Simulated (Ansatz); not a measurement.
`BO[SiH2][GeH3]` + HCl → `Cl[SiH2][GeH3]` + `BO`  (ligand exchange at the Si–O bond)

Computed with Ansatz on PBE0-D4/def2-TZVP structures; ΔE is electronic, products minus reactants. CBS: MP2 limit from def2 TZ/QZ plus the TZ coupled-cluster correction, frozen cores. This one scheme is used for every species. For Ge outer-core shells are correlated without core-valence functions, which leaves a few kJ/mol of doubt a bond. Scalar relativity is left out up to krypton. One conformer a species, not always the lowest.

```csv
level,ΔE (kcal/mol)
HF/def2-TZVPP,-2.7
MP2/CBS(def2),-4.2
```

Question: What does CCSD(T)/CBS give? (Best estimate.)

Answer: Ansatz gave: -3.3 kcal/mol. The listed levels differ from it by 0.6, -0.9 kcal/mol.

Largest T1 diagnostic among the species: 0.014.

The D4 term adds +0.9 kcal/mol with B3LYP and +0.5 kcal/mol with PBE0; it sums over pairs of atoms, weighted by their polarisabilities, and B3LYP, whose exchange is more repulsive, gets the larger term.

B3LYP here is the variant with VWN-RPA as its local correlation; programs differ in this.
